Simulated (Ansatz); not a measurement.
Cd₃S₄, relaxed as a singlet with RKS PBE-D4/def2-SVP in Ansatz, starting from the GFN1-xTB geometry. Force threshold 0.02 eV/Å.

In the def2 sets Cd takes a core potential; there is no spin–orbit coupling. The structure comes from a short search, and lower isomers may exist.

Start:

```xyz
7

Cd    2.1694    0.4164    0.3137
Cd   -1.7888   -1.3002   -0.0781
Cd   -0.7026    1.7290   -0.5978
S     1.5495    2.5147   -0.6673
S    -2.8932    0.7988   -0.4354
S     1.3950   -1.5859    1.4369
S     0.2706   -2.5727    0.0279
```

```csv
step,energy (eV),largest force component (eV/Å),SCF passes
1,-57007.3018,0.688,20
2,-57007.4325,0.487,21
3 (rejected),-57007.4199,0.612,27
4,-57007.4883,0.180,20
5,-57007.4898,0.195,21
6,-57007.4976,0.039,20
7,-57007.4984,0.007,21
```

Force components are those of the run's own axes.

End:

```csv
atom,x (Å),y (Å),z (Å)
Cd1,1.855,0.378,0.385
Cd2,-1.538,-1.164,-0.115
Cd3,-0.765,1.896,-0.654
S4,1.549,2.438,-0.766
S5,-2.856,0.802,-0.352
S6,1.430,-1.683,1.529
S7,0.325,-2.667,-0.027
```

By distances, no bond broke or formed. The bond that changes most is S6–S7, from 2.06 to 2.15 Å (atoms count from 1).

No frequencies were taken in this run, so the end may be a saddle point.

Run time 14 s (4 threads of Arm Neoverse V2 on a shared host).
